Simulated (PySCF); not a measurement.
H2HfO2, neutral, multiplicity 3. Atoms are numbered in the order given.

```xyz
5

Hf     0.0000     0.0000    -0.1135
O      0.0000    -1.8801     0.3917
H      0.0000    -2.6629     0.9523
O      0.0000     1.8801     0.3917
H      0.0000     2.6629     0.9523
```
Charge 0, spin multiplicity 3.

Coordinates come from a PBE-D3(BJ)/def2-TZVP optimisation. The spin state was assumed, not searched. The def2 effective core potentials stand for the cores of Hf; spin–orbit coupling is left out. Other conformers were not sampled.

These are PySCF with PBE-D3(BJ)/def2-TZVP values and carry that method's errors.

Frequencies are harmonic and unscaled.

Computed normal modes with their intensities:
```json
[
 {"mode": "1", "ν (cm⁻¹)": "71", "IR (km/mol)": "4.9", "moving atoms (share of kinetic energy)": "O 67 %, H 19 %, Hf 14 %"},
 {"mode": "2", "ν (cm⁻¹)": "297", "IR (km/mol)": "184.8", "moving atoms (share of kinetic energy)": "H 77 %, O 22 %"},
 {"mode": "3", "ν (cm⁻¹)": "345", "IR (km/mol)": "93.9", "moving atoms (share of kinetic energy)": "H 79 %, O 21 %"},
 {"mode": "4", "ν (cm⁻¹)": "375", "IR (km/mol)": "0.0", "moving atoms (share of kinetic energy)": "H 89 %, O 11 %"},
 {"mode": "5", "ν (cm⁻¹)": "396", "IR (km/mol)": "139.7", "moving atoms (share of kinetic energy)": "H 85 %, O 15 %"},
 {"mode": "6", "ν (cm⁻¹)": "631", "IR (km/mol)": "156.7", "moving atoms (share of kinetic energy)": "O 77 %, Hf 15 %, H 8 %"},
 {"mode": "7", "ν (cm⁻¹)": "665", "IR (km/mol)": "18.1", "moving atoms (share of kinetic energy)": "O 91 %"},
 {"mode": "8", "ν (cm⁻¹)": "3854", "IR (km/mol)": "235.4", "moving atoms (share of kinetic energy)": "H 94 %"},
 {"mode": "9", "ν (cm⁻¹)": "3855", "IR (km/mol)": "81.3", "moving atoms (share of kinetic energy)": "H 94 %"}
]
```
